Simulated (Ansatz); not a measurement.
SN+, closed-shell singlet (the spin of the measured ground state), most abundant isotopes (14.0031 and 31.9721 u). Constants from fifth-degree fits in 1/R to seven points on the lowest solution found; no spin–orbit coupling, no relativity up to Kr; ω_e x_e and α_e move by some per cent with the fit.

Correlated levels freeze the cores. CBS: X⁻³ extrapolation of the correlation energy, Hartree–Fock from the larger set.

Run with Ansatz (an electronic-structure program). Each number belongs to the level named beside it.

| level | r_e (Å) | ω_e (cm⁻¹) | ω_e x_e (cm⁻¹) | α_e (cm⁻¹) |
|---|---|---|---|---|
| PBE/def2-TZVPP | 1.4445 | 1433.9 | 6.64 | 0.00557 |
| CCSD(T)/CBS(aug-cc-pV(Q+d)Z, aug-cc-pV(5+d)Z) | 1.4382 | 1434.7 | 7.66 | 0.00601 |

### Question
Derive the rotational constants, the centrifugal constant, the fundamental, the zero-point energy and the force constant.

### Answer

μ = 9.73803 u.
- PBE/def2-TZVPP: B_e = 16.8576/(μ r_e²) = 0.82968 cm⁻¹; B₀ = B_e − α_e/2 = 0.82690 cm⁻¹; D = 4B_e³/ω_e² = 1.11e-06 cm⁻¹; fundamental ω_e − 2ω_e x_e = 1421 cm⁻¹; zero-point energy ω_e/2 − ω_e x_e/4 = 715 cm⁻¹; k = μ(2πcω_e)² = 1180 N/m; the line J = 1 ← 0 at 2B₀ = 49.58 GHz
- CCSD(T)/CBS(aug-cc-pV(Q+d)Z, aug-cc-pV(5+d)Z): B_e = 16.8576/(μ r_e²) = 0.83688 cm⁻¹; B₀ = B_e − α_e/2 = 0.83387 cm⁻¹; D = 4B_e³/ω_e² = 1.14e-06 cm⁻¹; fundamental ω_e − 2ω_e x_e = 1419 cm⁻¹; zero-point energy ω_e/2 − ω_e x_e/4 = 715 cm⁻¹; k = μ(2πcω_e)² = 1180 N/m; the line J = 1 ← 0 at 2B₀ = 50.00 GHz

Doubts at one or more of the structures used: a restricted determinant that unrestricted orbitals would lower (CCSD(T)/CBS(aug-cc-pV(Q+d)Z, aug-cc-pV(5+d)Z)).

Measured for the ground state: r_e 1.44 Å [NIST CCCBDB].
